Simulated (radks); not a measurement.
Results of a calculation; reference values are marked as such.
Minus the highest occupied eigenvalue as an estimate of the ionisation energy, Te40+ to Te51+. The LB94 potential has the -1/r tail that LDA and GGA lack but no energy functional. Level of theory: scalar-relativistic Kohn-Sham, LB94 model potential, spin-polarised, spherical densities, finite nucleus; open shells are filled with parallel spins first (spin-orbit coupling, left out, can overturn this in heavy ions); Fermi nuclear charge, rms radius 4.7423 fm (a radial shooting solver on a logarithmic mesh with Libxc functionals).

| species | configuration | HOMO | -e(HOMO) (eV) | <r> (bohr) | IE, NIST (eV) | kind |
|---|---|---|---|---|---|---|
| Te40+ | [Ne] 3s2 | 3s | 2968.4 | 0.283 | 2954 | theory |
| Te41+ | [Ne] 3s1 | 3s up | 3053.7 | 0.282 | 3041.0 | semi-emp. |
| Te42+ | [Ne] | 2p | 7083.5 | 0.102 | 7022 | theory |
| Te43+ | [He] 2s2 2p5 | 2p down | 7304.3 | 0.102 | 7243 | theory |
| Te44+ | [He] 2s2 2p4 | 2p down | 7524.4 | 0.101 | 7485 | theory |
| Te45+ | [He] 2s2 2p3 | 2p up | 7801.6 | 0.0997 | 7714 | theory |
| Te46+ | [He] 2s2 2p2 | 2p up | 8031.6 | 0.0988 | 8240 | theory |
| Te47+ | [He] 2s2 2p1 | 2p up | 8260.7 | 0.0980 | 8499 | theory |
| Te48+ | [He] 2s2 | 2s | 8826.6 | 0.113 | 8821 | theory |
| Te49+ | [He] 2s1 | 2s up | 9043.2 | 0.112 | 9040.8 | theory |
| Te50+ | [He] | 1s | 37167 | 0.0276 | 37196.5 | theory |
| Te51+ | 1s1 | 1s up | 38094 | 0.0274 | 38177.7 | theory |

Reference values: NIST Atomic Spectra Database (exp. = measured, semi-emp. = semi-empirical, theory = theoretical value adopted there). Open shells are spherical and high-spin; term and fine-structure splittings are not resolved. Spin-orbit splitting is averaged out at the scalar-relativistic level.
